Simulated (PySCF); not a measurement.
Constitutional and geometric isomers with formula CH4OSi. Gas-phase values, no solvent. One relaxed conformer stands for each flexible species; it need not be the lowest. Strings in code marks are SMILES.

Quantity: electronic energy of isomers of CH4OSi relative to `C[SiH]=O`, in kcal/mol.

Level 1: B3LYP/6-31G* // B3LYP-D3(BJ)/def2-TZVP (PySCF)
Level 2: PBE/6-31G* // B3LYP-D3(BJ)/def2-TZVP (PySCF)
Level 3: SVWN5/6-31G* // B3LYP-D3(BJ)/def2-TZVP (PySCF)
Level 4: HF/3-21G // B3LYP-D3(BJ)/def2-TZVP (PySCF)

```json
[
 {"species": "`C=[SiH]O` (C–Si–O–H torsion 0°)", "level 1": "18.9", "level 2": "19.3", "level 3": "16.8", "level 4": "6.20"},
 {"species": "`C1O[SiH2]1`", "level 1": "24.7", "level 2": "23.2", "level 3": "21.0", "level 4": "24.9"},
 {"species": "`O=C[SiH3]`", "level 1": "26.1", "level 2": "26.7", "level 3": "29.6", "level 4": "24.6"}
]
```
